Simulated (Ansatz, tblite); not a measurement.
# C2H7BO2 (SMILES COB(C)O): the HOMO–LUMO gap, rung by rung

C2H7BO2 has 12 atoms, charge 0, and is taken as a singlet. As SMILES, `COB(C)O`. The shape is that of a PBE0-D4/def2-TZVP optimisation. This is one conformer, not always the lowest.

Quantity: the HOMO–LUMO gap, in eV. The values are calculated.

| level | kind | program | value (eV) | CPU time |
| --- | --- | --- | --- | --- |
| IPEA1-xTB | semi-empirical | tblite | 6.63 | under 2 s |
| HF/6-31G* (spherical functions) | Hartree–Fock | Ansatz | 18.32 | 2.8 s |
| SVWN5/6-31G* (spherical functions) | LDA | Ansatz | 7.28 | 5.1 s |
| PBE/6-31G* (spherical functions) | GGA | Ansatz | 7.37 | 8.3 s |
| r2SCAN/6-31G* (spherical functions) | meta-GGA | Ansatz | 8.16 | 16 s |
| BHLYP/6-31G* (spherical functions) | global hybrid | Ansatz | 12.84 | 8.7 s |
| PBE0/6-31G* (spherical functions) | global hybrid | Ansatz | 10.09 | 8.7 s |
| CAM-B3LYP/6-31G* (spherical functions) | range-separated hybrid | Ansatz | 12.76 | 10 s |

The values span 6.63 to 18.32 eV. Orbital gaps aren't excitation energies; they tend to grow with the share of exact exchange. Times are those of the runs behind each value, whatever else they computed, on shared processors of several kinds: orders of magnitude only.
